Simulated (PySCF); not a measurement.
What does the PBE0/6-31+G* structure of InChI=1S/C6H7S/c1-6-3-2-4-7-5-6/h2-5H,1H3/q+1 look like in three dimensions? (Charge +1.)

Z-matrix in Å and degrees, rows numbered from 1:
```
C 
C   1  1.5000
C   2  1.4075  1  120.07
C   3  1.3947  2  124.46  1   179.37
C   4  1.3821  3  122.82  2     0.02
S   5  1.6826  4  123.49  3    -0.01
C   2  1.3876  1  120.14  3   179.45
H   1  1.0966  2  110.13  3   -69.02
H   1  1.0950  2  110.72  3    49.67
H   1  1.0923  2  112.03  3   170.70
H   3  1.0878  2  117.71  1    -0.67
H   4  1.0868  3  119.24  2   179.96
H   5  1.0872  4  122.06  3   179.96
H   7  1.0879  2  121.17  1     0.69
```

The 6-membered ring C2–C3–C4–C5–S6–C7 has internal angles of 103.7° to 125.7° (sum 720°, against 720° for a flat polygon); it is planar, 0.00 Å rms from its mean plane, widest ring torsion 0°. C4 (aromatic CH carbon) is planar (angles 122.8°, 119.2° and 117.9°, sum 360.0°, 0.00 Å off the plane of its three neighbours). C7 (aromatic CH next to a ring sulfur) is planar (angles 125.7°, 121.2° and 113.1°, sum 360.0°, 0.00 Å off the plane of its three neighbours). C2 (substituted aromatic carbon) is planar (angles 120.1°, 120.1° and 119.8°, sum 360.0°, 0.00 Å off the plane of its three neighbours).

The calculation used PBE0/6-31+G* geometry optimisation, gas phase (PySCF).

Point group: near Cs, missed by 0.31 Å at most; the miss may be what the optimiser left on a soft mode. Not checked by PBE0/6-31+G* frequencies. Isolated species at its PBE0/6-31+G* geometry, gas phase.
